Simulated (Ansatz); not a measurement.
```yaml
crystal:
  periodic: [false, false, false]
  atoms:
    - {symbol: C, position_ang: [0.001149, -1.434932, 0.755571]}
    - {symbol: Si, position_ang: [0.190758, -0.116082, 0.171513]}
    - {symbol: C, position_ang: [1.841141, 0.256635, -0.361376]}
    - {symbol: C, position_ang: [-0.739311, -0.341839, -1.787930]}
    - {symbol: O, position_ang: [-0.910109, 1.027065, 0.550992]}
    - {symbol: Al, position_ang: [-1.656316, 2.460499, 1.261929]}
    - {symbol: H, position_ang: [0.327117, -2.323651, 0.527067]}
    - {symbol: H, position_ang: [-1.045486, -1.765945, 1.111035]}
    - {symbol: H, position_ang: [0.602168, -1.718903, 1.912012]}
    - {symbol: H, position_ang: [1.967804, 0.958359, -0.813152]}
    - {symbol: H, position_ang: [2.490252, -0.537093, -0.815704]}
    - {symbol: H, position_ang: [2.394190, 0.361652, 0.476203]}
    - {symbol: H, position_ang: [-0.363549, 0.165097, -2.339268]}
    - {symbol: H, position_ang: [-0.250106, -1.588243, -2.514705]}
    - {symbol: H, position_ang: [-1.799194, -0.489563, -1.422442]}
    - {symbol: H, position_ang: [-1.899096, 3.562373, 0.524304]}
    - {symbol: H, position_ang: [-1.111106, 2.512716, 2.769084]}
basis:
  gaussian: {orbitals: def2-TZVP}
hamiltonian: {xc: {name: HF}}
correlation: {method: mp2, frozen_orbitals: {C: 9}}
```

```sh
$ ansatz run in.yaml --threads 4 --pin off --events-out ev --progress --plain --max-ram 11315MiB
```

It prints (some lines left out):

```
Functional definition: HF
Error: "frozen_orbitals" has no count for Si
```

In this input frozen orbitals are typed for one element alone, and the program wants a count for each. The program refused the input.
